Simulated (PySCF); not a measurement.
C₆H₉GaN₂.
Cartesian coordinates in Å at the PBE0-D3(BJ)/def2-SVP level; atoms count from 1:
```
atom  x, y, z in Å
N1    -3.3897   -1.0408    1.6727
C2    -3.0527   -1.2130    0.4532
Ga3   -2.1282   -2.8359   -0.2864
N4    -0.1803   -2.0322   -0.4937
C5     0.1795   -1.4266   -1.6303
C6     1.4094   -0.7961   -1.7714
C7     2.2902   -0.8024   -0.6923
C8     1.9098   -1.4383    0.4872
C9     0.6605   -2.0433    0.5457
H10   -3.1422   -1.8744    2.2246
H11   -3.2963   -0.3564   -0.2127
H12   -1.8457   -3.9143    0.8444
H13   -2.3839   -3.2562   -1.7905
H14   -0.5487   -1.4618   -2.4453
H15    1.6675   -0.3119   -2.7146
H16    3.2657   -0.3166   -0.7703
H17    2.5690   -1.4687    1.3563
H18    0.3077   -2.5578    1.4437
```

The calculation used PBE0-D3(BJ)/def2-SVP geometry optimisation, gas phase (PySCF).

**Question.** Which atoms are bound to Ga3, and at what distances?

**Answer.** 4 atoms: H13 1.582 Å, H12 1.588 Å, C2 2.009 Å, N4 2.117 Å. The nearest atom not counted as bound is H11, at 2.74 Å.

**Question.** List the angles at Ga3.

**Answer.** 
```
      angle  degrees  distance of the outer atoms (Å)
H12–Ga3–H13    121.7                             2.77
 C2–Ga3–H13    119.4                             3.11
 C2–Ga3–H12    111.6                             2.98
 N4–Ga3–H12     99.4                             2.85
 N4–Ga3–H13     99.0                             2.83
  C2–Ga3–N4     98.8                             3.13
```

**Question.** What is the shape at Ga3?

**Answer.** Distorted tetrahedral: angles from 98.8° to 121.7°; τ4 = (360° − α − β)/141° = 0.84 with α and β the two widest (0 for a square, 1 for a tetrahedron).

**Question.** What are the other bond lengths?

**Answer.** N1=C2 1.277 Å; N4–C5, N4–C9 1.337 Å; C5–C6, C8–C9 1.389 Å; C6–C7, C7–C8 1.393 Å. (A selection.)

**Question.** Give some angles away from the centre.

**Answer.** N1–C2–Ga3 125.6°, Ga3–N4–C5 120.2°, C5–N4–C9 119.7°, N4–C5–C6 122.0°, C5–C6–C7 118.6°, C6–C7–C8 119.0°.

**Question.** What are the rotational constants (commonest isotopes, rigid rotor)?

**Answer.** A = 2356, B = 656.7, C = 609.8 MHz: a near-prolate asymmetric top.

Point group: C1 (no symmetry element, even within 0.4 Å). Charge 0, singlet. No PBE0-D3(BJ)/def2-SVP frequencies stand behind this structure, so it isn't proved a minimum.

One conformer stands for the species.
